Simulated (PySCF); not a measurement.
Mo(O)(NMe)(OH)(SH) (CH5MoNO2S), SMILES C[N]=[Mo](=[O])([OH])[SH], multiplicity 1. Atoms are numbered in the order given.

```xyz
11

Mo     0.0668     0.3234     0.0742
O      1.5593     0.6228     0.8101
N      0.3102    -0.6151    -1.3632
C      1.1674    -1.3356    -2.2461
H      1.0598    -0.9594    -3.2783
H      2.2277    -1.2592    -1.9439
H      0.8797    -2.4017    -2.2483
O     -0.8417     1.9341    -0.3193
H     -1.2980     2.1249    -1.1497
S     -1.2191    -1.1728     1.3793
H     -1.0841    -0.4598     2.5266
```

The structure is a stationary point at B3LYP-D3(BJ)/def2-SVP. The multiplicity is an assumed one; other spin states were not compared. The def2 effective core potentials stand for the cores of Mo; spin–orbit coupling is left out. The values are those of a single conformer.

Computed with PBE/def2-TZVP (PySCF).

The molecule is in vacuum.

Computed frontier levels, gap, dipole moment and polarisability:
```
Item                                                                                                             Value
---------------------------------------------------------------------------------------------  -----------------------
highest occupied level                                                                                        -6.35 eV
lowest empty level                                                                                            -2.71 eV
orbital gap                                                                                                    3.64 eV
dipole moment                                                                                                   2.86 D
quadrupole, principal values (traceless, Buckingham form, about the centre of nuclear charge)  -12.76, 1.48, 11.28 D·Å
mean static polarisability                                                                       92.1 bohr³ (13.65 Å³)
polarisability, principal values                                                               74.8, 88.0, 113.6 bohr³
```
